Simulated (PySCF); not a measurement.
C3H9ClSi, charge -1, doublet, at the geometry of the source list (a state made from the parent by changing its charge; the spin is typed, not shown lowest) (in this run its highest filled SCF level lies above zero, so its values depend strongly on the basis, on diffuse functions most of all); DF-B3LYP/def2-SV(P) run with PySCF.

Here is a job for PySCF.
```python
from pyscf import gto, scf, dft

mol = gto.Mole()
mol.atom = '''
    C    -0.753800    1.606700   -0.383000
    Si    0.156800    0.125900    0.395500
    C     1.630700   -0.403300   -0.688800
    C    -1.038100   -1.332800    0.665100
    Cl    0.879400    0.705700    2.217900
    H    -1.159300    1.351900   -1.357200
    H    -1.579900    1.935600    0.241000
    H    -0.088600    2.455000   -0.515600
    H     2.175100   -1.229600   -0.240700
    H     1.301400   -0.722300   -1.672800
    H     2.334000    0.413000   -0.826300
    H    -1.452700   -1.681500   -0.275600
    H    -1.868700   -1.050600    1.305800
    H    -0.536200   -2.173800    1.134800
'''
mol.basis = 'def2-sv(p)'
mol.charge = -1
mol.spin = 1
mol.verbose = 4
mol.build()

mf = dft.UKS(mol)
mf.xc = 'b3lyp'
mf = mf.density_fit(auxbasis='def2-universal-jkfit')
mf.kernel()
mf.analyze()
```

Task: What does PySCF print? Leave out banner, timings and long lists.

Result: 
```
PySCF version 2.14.0

[INPUT] verbose = 4
[INPUT] num. atoms = 14
[INPUT] num. electrons = 59
[INPUT] charge = -1
[INPUT] spin (= nelec alpha-beta = 2S) = 1
[INPUT] symmetry False subgroup None
[INPUT] Mole.unit = angstrom
[INPUT] Symbol           X                Y                Z      unit          X                Y                Z       unit  Magmom
[...]
nuclear repulsion = 298.110065017543
number of shells = 52
number of NR pGTOs = 180
number of NR cGTOs = 96
basis = def2-sv(p)
ecp = {}

******** <class 'pyscf.df.df_jk.DFUKS'> ********
method = DFUKS
initial guess = minao
damping factor = 0
level_shift factor = 0
DIIS = <class 'pyscf.scf.diis.CDIIS'>
diis_start_cycle = 1
diis_space = 8
diis_damp = 0
SCF conv_tol = 1e-09
SCF conv_tol_grad = None
SCF max_cycles = 50
direct_scf = False
number electrons alpha = 30  beta = 29
XC library pyscf.dft.libxc version 7.1.2
    S. Lehtola, C. Steigemann, M. J. T. Oliveira, and M. A. L. Marques,  SoftwareX 7, 1–5 (2018)
XC functionals = b3lyp
    P. J. Stephens, F. J. Devlin, C. F. Chabalowski, and M. J. Frisch,  J. Phys. Chem. 98, 11623 (1994)
radial grids:
    Treutler-Ahlrichs [JCP 102, 346 (1995); DOI:10.1063/1.469408] (M4) radial grids

becke partition: Becke, JCP 88, 2547 (1988); DOI:10.1063/1.454033
pruning grids: <function nwchem_prune>
grids dens level: 3
symmetrized grids: False
atomic radii adjust function: <function treutler_atomic_radii_adjust>
small_rho_cutoff = 0
Set gradient conv threshold to 3.16228e-05
tot grids = 168688
******** <class 'pyscf.df.df.DF'> ********
auxbasis = def2-universal-jkfit
init E= -869.264986858485

cycle= 1 E= -868.977108592971  delta_E= 0.288  |g|= 0.461  |ddm|= 8.39
cycle= 2 E= -868.942032342367  delta_E= 0.0351  |g|= 0.539  |ddm|= 6.08
cycle= 3 E= -869.102567753031  delta_E= -0.161  |g|= 0.0407  |ddm|= 1.78
cycle= 4 E= -869.103747243541  delta_E= -0.00118  |g|= 0.0151  |ddm|= 0.405
cycle= 5 E= -869.104126304016  delta_E= -0.000379  |g|= 0.00351  |ddm|= 0.434
cycle= 6 E= -869.104210736594  delta_E= -8.44e-05  |g|= 0.00256  |ddm|= 0.236
cycle= 7 E= -869.104254372012  delta_E= -4.36e-05  |g|= 0.000965  |ddm|= 0.23
cycle= 8 E= -869.104261283569  delta_E= -6.91e-06  |g|= 0.000313  |ddm|= 0.0991
cycle= 9 E= -869.104262050312  delta_E= -7.67e-07  |g|= 0.000142  |ddm|= 0.0414
cycle= 10 E= -869.104262077749  delta_E= -2.74e-08  |g|= 3.18e-05  |ddm|= 0.0036
cycle= 11 E= -869.104262080365  delta_E= -2.62e-09  |g|= 1.28e-05  |ddm|= 0.00232
[...]
converged SCF energy = -869.10426208047  <S^2> = 0.75033477  2S+1 = 2.0003347
Total Energy =                        -869.104262080469880
[...]
spin_pop of  4 Cl 3dz^2     0.00016
spin_pop of  4 Cl 3dxz      0.00010
spin_pop of  4 Cl 3dx2-y2    0.00000
spin_pop of  5 H 1s        0.02754
spin_pop of  5 H 2s        0.05374
spin_pop of  6 H 1s        0.03405
spin_pop of  6 H 2s        0.04081
spin_pop of  7 H 1s        0.03403
spin_pop of  7 H 2s        0.04079
spin_pop of  8 H 1s        0.03402
spin_pop of  8 H 2s        0.04077
spin_pop of  9 H 1s        0.02750
spin_pop of  9 H 2s        0.05368
spin_pop of  10 H 1s        0.03400
spin_pop of  10 H 2s        0.04075
spin_pop of  11 H 1s        0.02752
spin_pop of  11 H 2s        0.05372
spin_pop of  12 H 1s        0.03403
spin_pop of  12 H 2s        0.04079
spin_pop of  13 H 1s        0.03403
spin_pop of  13 H 2s        0.04078
 ** Mulliken Spin Density (per atom)  **
spin density of  0 C =      0.08009
spin density of  1 Si =      0.06405
spin density of  2 C =      0.08001
spin density of  3 C =      0.08005
spin density of  4 Cl =      0.00326
spin density of  5 H =      0.08128
spin density of  6 H =      0.07486
spin density of  7 H =      0.07481
spin density of  8 H =      0.07479
spin density of  9 H =      0.08118
spin density of  10 H =      0.07475
spin density of  11 H =      0.08124
spin density of  12 H =      0.07482
spin density of  13 H =      0.07480
 ** Mulliken pop alpha/beta on meta-lowdin orthogonal AOs **
 ** Mulliken pop       alpha | beta **
In total            30.00000 | 29.00000
 ** Mulliken atomic charges   ( Nelec_alpha | Nelec_beta ) **
charge of  0C =     -0.56007  (     3.32008      3.23999 )
charge of  1Si =      0.88477  (     6.58964      6.52559 )
charge of  2C =     -0.55998  (     3.31999      3.23998 )
charge of  3C =     -0.56000  (     3.32002      3.23997 )
charge of  4Cl =     -0.35207  (     8.67766      8.67441 )
charge of  5H =      0.01752  (     0.53188      0.45060 )
charge of  6H =      0.01574  (     0.52956      0.45470 )
charge of  7H =      0.01580  (     0.52951      0.45469 )
charge of  8H =      0.01579  (     0.52950      0.45471 )
charge of  9H =      0.01758  (     0.53180      0.45062 )
charge of  10H =      0.01583  (     0.52946      0.45471 )
charge of  11H =      0.01753  (     0.53185      0.45061 )
charge of  12H =      0.01576  (     0.52953      0.45471 )
charge of  13H =      0.01579  (     0.52951      0.45470 )

WARN: System has nonzero charge -1; the dipole moment is origin-dependent.
Location of origin: [0. 0. 0.]

Dipole moment(X, Y, Z, Debye): -0.29027, -0.23517, -0.73755
```
